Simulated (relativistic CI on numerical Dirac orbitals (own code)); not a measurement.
## The magnetic moment of free Gd4+ at 150 K

Problem. Gd4+ (4f6) has the ground term 7F, whose calculated levels (Dirac-Coulomb-Breit CI, one configuration, Slater integrals scaled by 0.85) lie at J = 0: 0, J = 1: 513, J = 2: 1377, J = 3: 2452, J = 4: 3643, J = 5: 4889, J = 6: 6144 cm⁻¹. Find the effective moment at 150 K in LS coupling.

Working.
1. S = 3, L = 3. The ground level J = 0 has no moment of its own.
2. kT = 104.3 cm⁻¹. Populations (2J + 1)e^(−E/kT)/Z: J = 0: 0.979, J = 1: 0.021.
3. The field also mixes neighbouring J. With F_J = [(S + L + 1)² − J²][J² − (S − L)²]/J, each level gains α_J = [F_(J+1)/(E_(J+1) − E_J) − F_J/(E_J − E_(J−1))]/[6(2J + 1)], and μ²(J) = g_J²J(J + 1) + 3kT α_J.
4. Values of μ²(J): J = 0: 0.000 + 4.876, J = 1: 4.500 + 0.184.
5. The thermal average gives μ_eff = 2.21 μB, or χT = μ²/8 = 0.61 cm³ K mol⁻¹.

Remark. The computed ground level holds 91 % of 7F. The next levels are low, so field-induced mixing carries the moment away from the ground-level value, by an amount that depends on temperature.
